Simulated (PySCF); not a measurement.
C3H7ClOSi, SMILES C=C(Cl)[Si@@H](C)O.

Coordinates come from a ωB97X-D3(BJ)/def2-SVP optimisation. The structure was generated by enumeration; whether it is a known compound was not checked. The values are those of a single conformer.

Two levels are set side by side: TDDFT-PBE/def2-SVPD (PySCF) and TDDFT-CAM-B3LYP/def2-SVPD (PySCF). Vertical, same geometry. The lowest singlet is HOMO−1→LUMO 99 % with PBE and HOMO−1→LUMO 93 % with the other functional; states are paired by order. Differences are taken from unrounded values.

| quantity | TDDFT-CAM-B3LYP | TDDFT-PBE | TDDFT-PBE minus TDDFT-CAM-B3LYP |
|---|---|---|---|
| lowest singlet excitation (eV) | 6.46 | 5.46 | -1.00 |
| lowest triplet excitation (TDA) (eV) | 4.00 | 4.01 | 0.01 |
| first bright state (f over 0.05) (eV) | 6.51 | 5.92 | -0.58 |
| its oscillator strength | 0.26 | 0.13 | -0.13 |

A lower first singlet is the usual sign of a functional without exact exchange. Differences between two approximate levels are no errors against the true value.

Rough cost on one machine, each run with all the roots and properties that it gave: TDDFT-CAM-B3LYP against TDDFT-PBE about 8 times.
